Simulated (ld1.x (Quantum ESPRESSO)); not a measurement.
## hydrogen: one change to a TM semilocal potential, before and after

ld1.x (Quantum ESPRESSO) 7.5 input, shortened:

```
&input
   title='H', zed=1., rel=0, dft='PBESOL', iswitch=3,
   config='1s1'
 /
 &inputp
   pseudotype=1, tm=.true., lloc=0,
   nlcc=.false.
 /
1
1S  1  0   1.00   0.00  1.15  1.15  0.0
 &test
   configts(1)='1s1'
 /
```

All-electron outer shells of the reference configuration (PBEsol, non-relativistic, ld1.x):

```tsv
shell	level (eV)	outermost node (bohr)	outermost maximum (bohr)
1s	-6.33	–	1.05
```

Change: wave 1s (bound): rc 1.15 bohr becomes 1s (bound): rc 1.06 bohr.

Cutoffs: the cutoffs (Ry, on a coarse ladder) from which the occupation-weighted sum of valence levels, in a spherical-Bessel basis at the reference potential, stays within 10 and 1 mRy of its value at 400 Ry; they do not see the model core or the augmentation charge, which bear on the density cutoff. Errors are all-electron minus pseudo energies relative to the spin-unpolarised reference configuration.

**Question.** How do hardness, ghosts and transferability respond?

**Answer.** The potential gets harder (21 Ry and 40 Ry → 25 Ry and 45 Ry); neither file shows a bound ghost. A smaller radius makes the pseudo-wave follow the all-electron one further in, where it bends more sharply, so more plane waves are needed. A semilocal file is local in each channel, so a ghost entry of none says nothing of the separable form that plane-wave codes build from it.

```
                         quantity   base  changed
                    cutoff, loose  21 Ry    25 Ry
                    cutoff, tight  40 Ry    45 Ry
                     bound ghosts   none     none
error for 1s0.5, meV [ΔE 4.66 eV]   +1.0     +0.6
```
